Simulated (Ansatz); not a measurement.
Two isomers of C3H6OSi: A = `OC#CC[SiH3]`, B = `COC#C[SiH3]`.

Gas-phase electronic energies from Ansatz, PBE0-D4/def2-TZVP geometries. CCSD(T)/CBS is the MP2 limit (def2-TZVPP, def2-QZVPP) plus CCSD(T) − MP2 in def2-TZVPP, frozen cores. Functionals use def2-TZVPP. B3LYP here is the variant with VWN-RPA as its local correlation; programs differ in this. Each species was taken in one conformer, which may not be the lowest.

Task: Which is lower in electronic energy at CCSD(T)/CBS, and by how much? (Estimate.)

Result: Ansatz gave: A, by 1.2 kcal/mol.

Task: Give E(B) − E(A) in kcal/mol with B2PLYP, B3LYP-D4, LDA (SPW92), MP2/def2-TZVPP, ωB97M-V, BLYP-D4, HF/def2-TZVPP. (An estimate is asked.)

Result: The calculation gave: B2PLYP -0.2, B3LYP-D4 0.1, LDA (SPW92) 4.3, MP2/def2-TZVPP 1.3, ωB97M-V 1.7, BLYP-D4 -0.6, HF/def2-TZVPP -2.3. The order is the other way round with B2PLYP, BLYP-D4, HF/def2-TZVPP.

Largest T1 diagnostic: 0.013.

In def2-TZVPP, CCSD(T) changes the Hartree–Fock value by +2.8 kcal/mol (the triples alone add −0.2 kcal/mol) and MP2 by +3.5 kcal/mol. Leaving LDA and LC-ωPBE aside and taking each functional with its dispersion term where it has one, the values spread over 3.2 kcal/mol, from BLYP-D4 to PBE0-D4. LDA lies +2.5 kcal/mol from PBE without D4.
